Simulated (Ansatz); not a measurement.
Ansatz (a first-principles code) input (CCSD(T)/6-31G*):

Ansatz 0.2 input:
```yaml
crystal:
  periodic: [false, false, false]
  atoms:
    - {symbol: Si, position_ang: [-0.09830585, -0.70167196, 0.04124274]}
    - {symbol: C, position_ang: [-1.77214234, -1.47441362, 0.26439802]}
    - {symbol: C, position_ang: [1.29607015, -1.92361908, -0.06466908]}
    - {symbol: Br, position_ang: [0.28822484, 0.67217969, 1.76981612]}
    - {symbol: Br, position_ang: [-0.12155787, 0.51742944, -1.83973874]}
    - {symbol: H, position_ang: [-2.54615984, -0.70920637, 0.31946381]}
    - {symbol: H, position_ang: [-1.99469329, -2.13418457, -0.57656907]}
    - {symbol: H, position_ang: [-1.79453647, -2.05859740, 1.18650436]}
    - {symbol: H, position_ang: [1.14276306, -2.59352776, -0.91306261]}
    - {symbol: H, position_ang: [1.34291987, -2.51794059, 0.85001082]}
    - {symbol: H, position_ang: [2.24907776, -1.41125909, -0.19482748]}
basis:
  gaussian:
    orbitals: 6-31G*
magnetization: {spin_polarized: false}
correlation: {method: ccsd_t, electrons: outside_noble_gas}
```

Output:

```
Functional definition: HF
integrals: 0.28 GiB planned
1303 factors; integrals over basis functions are off by at most 6.7e-4 eV
1.24 GiB of device memory are held for the factors and their scratch space
mean field: 1.27 GiB planned
mean field evaluation 1: about -150000.2373 eV, gradient 2.7e1 eV
mean field evaluation 2: about -150000.2643 eV, gradient 2.7e1 eV
mean field evaluation 4: about -150002.3971 eV, gradient 2.7e0 eV
mean field evaluation 8: about -150002.4240 eV, gradient 1.5e-1 eV
mean field evaluation 16: about -150002.3880 eV, gradient 5.0e-1 eV
mean field -150002.42411485 eV, -5512.4874109258 hartree, gradient 4.2e-6 eV, S^2 0.000000; 0 other end points of the search recorded, 0 dependent functions left out
35 core orbitals not correlated
reference -150002.42411485 eV, -5512.4874109258 hartree; 16, 16 occupied and 80, 80 virtual orbitals, 1303 factors
second order -15.63841928 eV of doubles, -0.00000000 eV of singles
coupled cluster: 1.76 GiB planned
cycle   1  -16.66492463 eV  change    -1.0e0 eV  update   8.6e-2
cycle   2  -17.06819031 eV  change   -4.0e-1 eV  update   2.4e-2
cycle   3  -17.13377352 eV  change   -6.6e-2 eV  update   9.0e-3
cycle   4  -17.13483077 eV  change   -1.1e-3 eV  update   1.9e-3
cycle   5  -17.13462820 eV  change    2.0e-4 eV  update   5.4e-4
cycle   6  -17.13463643 eV  change   -8.2e-6 eV  update   1.4e-4
cycle   7  -17.13464457 eV  change   -8.1e-6 eV  update   4.4e-5
cycle   8  -17.13465435 eV  change   -9.8e-6 eV  update   1.5e-5
perturbative correction -0.46233318 eV, -0.0169904308 hartree
Total energy: -150020.02110237 eV, -5513.1340882897 hartree
```
